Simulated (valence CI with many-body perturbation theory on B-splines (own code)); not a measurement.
**E1 line list for Pm LVI**

Calculated by relativistic CI+MBPT: four valence electrons over a frozen Dirac-Fock core [He], a basis of 11 s, 11 p, 9 d, 7 f, 5 g, 2 h, 1 i functions for each j, with the one-electron correlation potential Σ1, the two-electron term Σ2, the three-electron term Σ3, Breit, model QED; selected CI, second order for the rest (own B-spline code, finite nucleus).

The last digits are not significant, and no measured levels were compared; by estimate large intervals hold to a few tenths of a per cent, small ones and those within an open d or f shell to about a per cent. Among the levels kept, up to 280 cm⁻¹ of a level comes from second order outside the variational space, and about a tenth of that is noise between levels of different J, which matters for small intervals.

Lines 151 to 200 of 263 in falling wavelength, among levels below 63434 × 10³ cm⁻¹, chosen from the strongest by gf and those to the six lowest levels. Wavelengths and rates use the calculated energies. Electric multipoles are in the length gauge, E1 and E2 with the static RPA response of the core. Weak lines are less certain than strong ones. Lines between different terms over intervals too small for the method are left out, as are lines whose strength nearly cancels. The highest levels of a list are the least certain.

Levels are named by their leading jj configuration (3d3/2^4 stands for four electrons in 3d with j = 3/2), which in mixed levels can hold well under half, so a name can repeat and another be missing. Letters in brackets count levels of one name in rising energy.

| λ vac (nm) | Upper | Lower | A (s⁻¹) | S (a.u.) with core polarisation | S without |
| --- | --- | --- | --- | --- | --- |
| 0.1929 | (2s 2p1/2 2p3/2 3d5/2) J=1 [a] | (2s 2p1/2 2p3/2^2) J=2 [a] | 9.07e+13 | 9.64e-04 | 9.65e-04 |
| 0.1928 | (2s 2p1/2^2 3d5/2) J=2 | (2s 2p1/2^2 2p3/2) J=2 | 3.76e+13 | 6.65e-04 | 6.65e-04 |
| 0.1927 | (2s^2 2p3/2 3d5/2) J=2 | (2s^2 2p3/2^2) J=2 | 5.30e+14 | 9.37e-03 | 9.38e-03 |
| 0.1926 | (2s 2p1/2 2p3/2 3d3/2) J=2 [c] | (2s 2p1/2 2p3/2^2) J=2 [a] | 5.04e+13 | 8.89e-04 | 8.90e-04 |
| 0.1926 | (2s^2 2p1/2 3d5/2) J=2 | (2s^2 2p1/2 2p3/2) J=1 | 6.19e+14 | 1.09e-02 | 1.09e-02 |
| 0.1923 | (2s^2 2p3/2 3d5/2) J=3 | (2s^2 2p3/2^2) J=2 | 1.05e+15 | 2.58e-02 | 2.58e-02 |
| 0.1922 | (2s 2p1/2 2p3/2 3d5/2) J=3 [b] | (2s 2p1/2 2p3/2^2) J=2 [a] | 9.55e+13 | 2.34e-03 | 2.34e-03 |
| 0.1921 | (2s 2p1/2 2p3/2 3p3/2) J=3 [a] | (2s^2 2p3/2^2) J=2 | 1.08e+14 | 2.64e-03 | 2.64e-03 |
| 0.1920 | (2s^2 2p3/2 3d5/2) J=1 | (2s^2 2p3/2^2) J=2 | 5.19e+13 | 5.44e-04 | 5.45e-04 |
| 0.1919 | (2s 2p1/2 2p3/2 3d5/2) J=4 [c] | (2s 2p1/2 2p3/2^2) J=3 | 2.20e+14 | 6.92e-03 | 6.92e-03 |
| 0.1919 | (2s 2p1/2 2p3/2 3p3/2) J=1 [a] | (2s^2 2p3/2^2) J=2 | 4.82e+12 | 5.04e-05 | 5.04e-05 |
| 0.1915 | (2s 2p1/2 2p3/2 3p3/2) J=2 [a] | (2s^2 2p3/2^2) J=2 | 3.32e+12 | 5.76e-05 | 5.76e-05 |
| 0.1910 | (2s 2p1/2 2p3/2 3p3/2) J=2 [b] | (2s^2 2p3/2^2) J=2 | 2.58e+12 | 4.43e-05 | 4.44e-05 |
| 0.1909 | (2s 2p1/2 2p3/2 3d5/2) J=3 [c] | (2s 2p1/2 2p3/2^2) J=2 [a] | 1.60e+14 | 3.84e-03 | 3.84e-03 |
| 0.1904 | (2s 2p1/2 2p3/2 3p3/2) J=3 [b] | (2s^2 2p3/2^2) J=2 | 6.71e+12 | 1.60e-04 | 1.60e-04 |
| 0.1899 | (2s 2p1/2^2 3p3/2) J=2 | (2s^2 2p1/2 2p3/2) J=1 | 1.11e+13 | 1.88e-04 | 1.88e-04 |
| 0.1892 | (2s 2p1/2 2p3/2 3p3/2) J=3 [c] | (2s^2 2p3/2^2) J=2 | 5.56e+12 | 1.30e-04 | 1.30e-04 |
| 0.1888 | (2s 2p1/2 2p3/2 3p3/2) J=2 [d] | (2s^2 2p3/2^2) J=2 | 1.42e+12 | 2.35e-05 | 2.35e-05 |
| 0.1883 | (2s 2p1/2 2p3/2 3s) J=2 [b] | (2s 2p1/2^2 2p3/2) J=1 | 3.63e+12 | 5.98e-05 | 5.96e-05 |
| 0.1879 | (2s 2p1/2 2p3/2 3s) J=2 [a] | (2s 2p1/2^2 2p3/2) J=2 | 1.73e+13 | 2.84e-04 | 2.83e-04 |
| 0.1873 | (2s 2p1/2 2p3/2 3s) J=1 [b] | (2s 2p1/2^2 2p3/2) J=1 | 1.03e+13 | 1.01e-04 | 1.00e-04 |
| 0.1873 | (2s 2p1/2 2p3/2 3s) J=1 [a] | (2s 2p1/2^2 2p3/2) J=2 | 1.70e+13 | 1.65e-04 | 1.64e-04 |
| 0.1872 | (2s 2p1/2 2p3/2 3s) J=0 | (2s 2p1/2^2 2p3/2) J=1 | 2.20e+13 | 7.12e-05 | 7.09e-05 |
| 0.1870 | (2s 2p1/2 2p3/2 3s) J=3 | (2s 2p1/2^2 2p3/2) J=2 | 2.09e+13 | 4.72e-04 | 4.70e-04 |
| 0.1870 | (2s 2p1/2 2p3/2 3s) J=2 [c] | (2s 2p1/2^2 2p3/2) J=1 | 1.17e+13 | 1.88e-04 | 1.87e-04 |
| 0.1867 | (2s^2 2p3/2 3p3/2) J=1 | (2s 2p1/2^2 2p3/2) J=1 | 2.02e+13 | 1.94e-04 | 1.94e-04 |
| 0.1864 | (2s^2 2p1/2 3s) J=1 | (2s^2 2p1/2^2) J=0 | 2.51e+13 | 2.40e-04 | 2.40e-04 |
| 0.1864 | (2s 2p1/2 2p3/2 3s) J=2 [b] | (2s 2p1/2^2 2p3/2) J=2 | 8.03e+12 | 1.28e-04 | 1.28e-04 |
| 0.1862 | (2s^2 2p3/2 3p3/2) J=2 | (2s 2p1/2^2 2p3/2) J=1 | 6.46e+12 | 1.03e-04 | 1.03e-04 |
| 0.1861 | (2s^2 2p3/2 3s) J=2 | (2s^2 2p1/2 2p3/2) J=2 | 1.49e+13 | 2.37e-04 | 2.36e-04 |
| 0.1859 | (2s^2 2p3/2 3s) J=1 | (2s^2 2p1/2 2p3/2) J=2 | 2.30e+13 | 2.19e-04 | 2.18e-04 |
| 0.1856 | (2s^2 2p3/2 3s) J=2 | (2s^2 2p1/2 2p3/2) J=1 | 9.40e+12 | 1.48e-04 | 1.48e-04 |
| 0.1856 | (2s^2 2p3/2 3p3/2) J=0 | (2s 2p1/2^2 2p3/2) J=1 | 7.08e+12 | 2.23e-05 | 2.23e-05 |
| 0.1854 | (2s^2 2p3/2 3s) J=1 | (2s^2 2p1/2 2p3/2) J=1 | 6.11e+12 | 5.76e-05 | 5.74e-05 |
| 0.1850 | (2s^2 2p3/2 3p3/2) J=3 | (2s 2p1/2^2 2p3/2) J=2 | 4.42e+12 | 9.66e-05 | 9.64e-05 |
| 0.1842 | (2s^2 2p3/2 3p3/2) J=2 | (2s 2p1/2^2 2p3/2) J=2 | 2.49e+12 | 3.84e-05 | 3.84e-05 |
| 0.1804 | (2s 2p1/2 2p3/2 3p1/2) J=1 [a] | (2s^2 2p1/2 2p3/2) J=2 | 1.68e+13 | 1.46e-04 | 1.46e-04 |
| 0.1800 | (2s 2p1/2 2p3/2 3d3/2) J=2 [b] | (2s 2p1/2^2 2p3/2) J=1 | 5.40e+13 | 7.77e-04 | 7.77e-04 |
| 0.1800 | (2s 2p1/2 2p3/2 3d3/2) J=1 [b] | (2s 2p1/2^2 2p3/2) J=1 | 4.45e+13 | 3.84e-04 | 3.84e-04 |
| 0.1799 | (2s 2p1/2 2p3/2 3p1/2) J=1 [a] | (2s^2 2p1/2 2p3/2) J=1 | 5.90e+13 | 5.08e-04 | 5.08e-04 |
| 0.1797 | (2s 2p1/2 2p3/2 3p1/2) J=2 [a] | (2s^2 2p1/2 2p3/2) J=1 | 1.51e+14 | 2.15e-03 | 2.15e-03 |
| 0.1796 | (2s 2p1/2 2p3/2 3d5/2) J=2 [a] | (2s 2p1/2^2 2p3/2) J=1 | 5.38e+12 | 7.69e-05 | 7.70e-05 |
| 0.1794 | (2s 2p1/2 2p3/2 3d3/2) J=2 [a] | (2s 2p1/2^2 2p3/2) J=2 | 1.57e+14 | 2.24e-03 | 2.24e-03 |
| 0.1794 | (2s 2p1/2 2p3/2 3p1/2) J=3 | (2s^2 2p1/2 2p3/2) J=2 | 2.42e+14 | 4.83e-03 | 4.83e-03 |
| 0.1794 | (2s 2p1/2 2p3/2 3d3/2) J=1 [a] | (2s 2p1/2^2 2p3/2) J=2 | 6.01e+13 | 5.14e-04 | 5.14e-04 |
| 0.1793 | (2p1/2^2 2p3/2 3p1/2) J=2 | (2s 2p1/2^2 2p3/2) J=1 | 2.76e+14 | 3.92e-03 | 3.92e-03 |
| 0.1793 | (2s 2p1/2 2p3/2 3d5/2) J=1 [a] | (2s 2p1/2^2 2p3/2) J=1 | 1.07e+14 | 9.11e-04 | 9.11e-04 |
| 0.1792 | (2s 2p1/2 2p3/2 3d3/2) J=3 [a] | (2s 2p1/2^2 2p3/2) J=2 | 1.88e+14 | 3.73e-03 | 3.74e-03 |
| 0.1792 | (2p1/2^2 2p3/2 3p1/2) J=1 | (2s 2p1/2^2 2p3/2) J=1 | 3.75e+13 | 3.19e-04 | 3.19e-04 |
| 0.1791 | (2s 2p1/2^2 3p1/2) J=1 | (2s^2 2p1/2^2) J=0 | 3.17e+14 | 2.70e-03 | 2.69e-03 |
